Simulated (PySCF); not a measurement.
## Electron correlation in Ne⁺ (neon, charge +1)

Starting occupation: [He] 2s1 2p6, 2s1/2 with m_j = +1/2. Computed with PySCF 2.14 in x2c-SVPall-2c with one added diffuse shell of s type (4s2p1d, 15 functions), with X2C-1e with screened-nucleus spin-orbit coupling, Gaussian nucleus. Frozen: 1s2; 7 electrons correlated.

MP2 pair energies summed by pair of shells (mhartree):

```
 pair   energy  share (%)
2p-2p  -177.97       91.5
2p-2s   -16.57        8.5
```

Total MP2 correlation energy: -194.54 mhartree.

The GHF reference relaxed away from the jj start to a determinant that is no pure jj level (⟨S²⟩ = 0.75, ⟨J²⟩ = 0.75); the energies belong to that determinant.
